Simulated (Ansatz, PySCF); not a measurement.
CH₈GeSi, SMILES [GeH3][SiH2]C. Atoms are numbered in the order given.

```xyz
11

Si    -1.0237    -0.2092     0.7622
C     -2.3413     0.6945    -0.2481
Ge     1.1018    -0.1125    -0.3355
H     -1.4039    -1.6426     0.9478
H     -0.8936     0.4087     2.1169
H     -3.3199     0.6506     0.2559
H     -2.0715     1.7538    -0.3825
H     -2.4481     0.2396    -1.2455
H      2.1973    -0.8451     0.4696
H      1.5537     1.3534    -0.5273
H      1.0264    -0.7634    -1.7357
```
Charge 0, spin multiplicity 1.

Coordinates come from a B3LYP-D3(BJ)/def2-SVP optimisation. This is a generated structure with no PubChem entry under its InChIKey; it may be hypothetical.

Two levels are set side by side: PBE-D3(BJ)/def2-SVP (Ansatz, a first-principles code) and B3LYP-D3(BJ)/def2-SVP (Ansatz). Each level has its own optimised geometry; the coordinates shown are those of the second. Frequencies come from the Hessian of PySCF at each geometry. Differences are taken from unrounded values.

| quantity | B3LYP-D3(BJ) |
|---|---|
| mean bond length (Å) | 1.521 |
| bond Si1–C2 (Å) | 1.890 |
| bond Si1–Ge3 (Å) | 2.394 |
| bond Si1–H4 (Å) | 1.495 |
| bond Si1–H5 (Å) | 1.495 |
| bond C2–H6 (Å) | 1.102 |
| bond C2–H7 (Å) | 1.101 |
| bond C2–H8 (Å) | 1.101 |
| bond Ge3–H9 (Å) | 1.544 |
| bond Ge3–H10 (Å) | 1.546 |
| bond Ge3–H11 (Å) | 1.546 |
| highest harmonic wavenumber (cm⁻¹) | 3127 |
| mean harmonic wavenumber (cm⁻¹) | 1242 |
| zero-point energy (kcal/mol) | 47.94 |

Q: What does PBE-D3(BJ) give, and how far is it from B3LYP-D3(BJ)? (An estimate is asked for; the answer gives what the named calculation found.)

A: 
| quantity | PBE-D3(BJ) | PBE-D3(BJ) minus B3LYP-D3(BJ) |
|---|---|---|
| mean bond length (Å) | 1.529 | 0.008 |
| bond Si1–C2 (Å) | 1.895 | 0.005 |
| bond Si1–Ge3 (Å) | 2.393 | -0.001 |
| bond Si1–H4 (Å) | 1.508 | 0.013 |
| bond Si1–H5 (Å) | 1.508 | 0.013 |
| bond C2–H6 (Å) | 1.109 | 0.007 |
| bond C2–H7 (Å) | 1.108 | 0.007 |
| bond C2–H8 (Å) | 1.108 | 0.007 |
| bond Ge3–H9 (Å) | 1.552 | 0.008 |
| bond Ge3–H10 (Å) | 1.554 | 0.008 |
| bond Ge3–H11 (Å) | 1.554 | 0.008 |
| highest harmonic wavenumber (cm⁻¹) | 3083 | -45 |
| mean harmonic wavenumber (cm⁻¹) | 1209 | -33 |
| zero-point energy (kcal/mol) | 46.68 | -1.26 |

Exact exchange shortens and stiffens bonds; PBE has none. Differences between two approximate levels are no errors against the true value.
